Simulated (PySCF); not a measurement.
One of the candidates below gave these computed data.

All candidates are C8H11P.

- Rotational structure: rotational constants A, B, C: 3.818, 0.735, 0.677 GHz [GFN2-xTB]
- Dipole: 1.58 D [PBE0/pcSseg-1]
- 1H NMR: chemical shifts (computed TMS as zero) by class: 7.67 (2 H), 7.42 (2 H), 4.13 (1 H), 2.47 (3 H), 1.32 (3 H) ppm [GIAO PBE0/pcSseg-1]
- 13C NMR: chemical shifts (computed TMS as zero) by class: 143.9 (1 C), 142.6 (1 C), 138.0 (2 C), 134.4 (2 C), 24.0 (1 C), 14.0 (1 C) ppm [GIAO PBE0/pcSseg-1]
- NMR, other nuclei: isotropic shieldings of nuclei other than C and H, by class: 397 (1 P) ppm [GIAO PBE0/pcSseg-1]

The electronic properties come from PySCF, for the isolated species, density fitting. Levels stand in brackets. The structure is a single GFN2-xTB conformer in the gas phase; no vibrational or solvent corrections. NMR values are class means; diastereotopic atoms form classes of their own.

Question: Which candidate is it?
A. `C#CP=C=C(C)C(C)C`
B. `CPc1ccc(C)cc1`
C. `C=CC1C=CP(C)C=C1`
D. `CPc1cccc(C)c1`
E. `C=CP1C=CC(C)C=C1`

Answer: B. It is `CPc1ccc(C)cc1`. Numbering: `[CH3:1][PH:2][c:3]1[cH:4][cH:5][c:6]([CH3:7])[cH:8][cH:9]1`. 8 carbons fall into 6 classes; from least to most shielded: substituted aromatic carbon [C3] (143.9 ppm), substituted aromatic carbon [C6] (142.6 ppm), aromatic CH carbon [C4/C9] (138.0 ppm, 2 C), aromatic CH carbon [C5/C8] (134.4 ppm, 2 C), benzylic-type carbon [C7] (24.0 ppm), chain sp3 carbon bound to phosphorus [C1] (14.0 ppm). Hydrogen classes from least to most shielded: 2 H on 2 aromatic CH carbons, C4/C9 (7.67 ppm), 2 H on 2 aromatic CH carbons, C5/C8 (7.42 ppm), 1 H on a phosphine phosphorus, P2 (4.13 ppm), 3 H on a benzylic-type carbon, C7 (2.47 ppm), 3 H on an sp3 carbon bound to phosphorus, C1 (1.32 ppm, a mean of values up to 0.5 ppm apart in this geometry). The other shieldings belong to: 397 ppm, phosphine phosphorus [P2]. The optimised geometry has point group C1 and is an asymmetric top.

The others, at the same levels:
- `C=CP1C=CC(C)C=C1` fails: its computed 13C shifts are 149.0 (1 C), 143.0 (2 C), 138.8 (2 C), 134.1 (1 C), 37.9 (1 C), 19.4 (1 C) ppm, 1H shifts are 6.79 (1 H), 6.75 (2 H), 6.43 (2 H), 6.14 (1 H), 5.98 (1 H), 3.14 (1 H), 0.92 (3 H) ppm and rotational constant A is 3.193 GHz (against 3.818 GHz).
- `CPc1cccc(C)c1` fails: it has 8 carbon classes against 6; its computed 13C shifts are 147.9 (1 C), 143.4 (1 C), 137.9 (1 C), 134.8 (1 C), 134.3 (1 C), 133.3 (1 C), 24.0 (1 C), 13.9 (1 C) ppm, 1H shifts are 7.65 (1 H), 7.49 (1 H), 7.46 (1 H), 7.34 (1 H), 4.14 (1 H), 2.49 (3 H), 1.33 (3 H) ppm and rotational constant A is 2.518 GHz (against 3.818 GHz).
- `C=CC1C=CP(C)C=C1` fails: its computed 13C shifts are 142.8 (1 C), 140.1 (2 C), 138.9 (2 C), 117.7 (1 C), 51.1 (1 C), 14.8 (1 C) ppm, 1H shifts are 6.67 (2 H), 6.44 (2 H), 5.71 (1 H), 5.21 (1 H), 4.97 (1 H), 3.65 (1 H), 1.25 (3 H) ppm and rotational constant A is 3.036 GHz (against 3.818 GHz).
- `C#CP=C=C(C)C(C)C` fails: it has 7 carbon classes against 6; its computed 13C shifts are 278.0 (1 C), 136.4 (1 C), 101.7 (1 C), 85.8 (1 C), 38.1 (1 C), 25.0 (2 C), 23.9 (1 C) ppm, 1H shifts are 2.59 (1 H), 2.09 (3 H), 1.73 (1 H), 1.25 (6 H) ppm and rotational constant A is 1.894 GHz (against 3.818 GHz).

Each candidate is one conformer, not necessarily the lowest. Dipoles, sizes and rotational constants follow the conformer. The torsions of the flexible species, by atom-mapped SMILES:
- `[CH3:1][PH:2][c:3]1[cH:4][cH:5][c:6]([CH3:7])[cH:8][cH:9]1`: C1–P2–C3–C4 104°
- `[CH2:1]=[CH:2][P:3]1[CH:4]=[CH:5][CH:6]([CH3:7])[CH:8]=[CH:9]1`: C1–C2–P3–C4 -179°
- `[CH3:1][PH:2][c:3]1[cH:4][cH:5][cH:6][c:7]([CH3:8])[cH:9]1`: C1–P2–C3–C4 -103°
- `[CH2:1]=[CH:2][CH:3]1[CH:4]=[CH:5][P:6]([CH3:7])[CH:8]=[CH:9]1`: C1–C2–C3–C4 -120°
- `[CH:1]#[C:2][P:3]=[C:4]=[C:5]([CH3:6])[CH:7]([CH3:8])[CH3:9]`: C4–C5–C7–C8 -75°
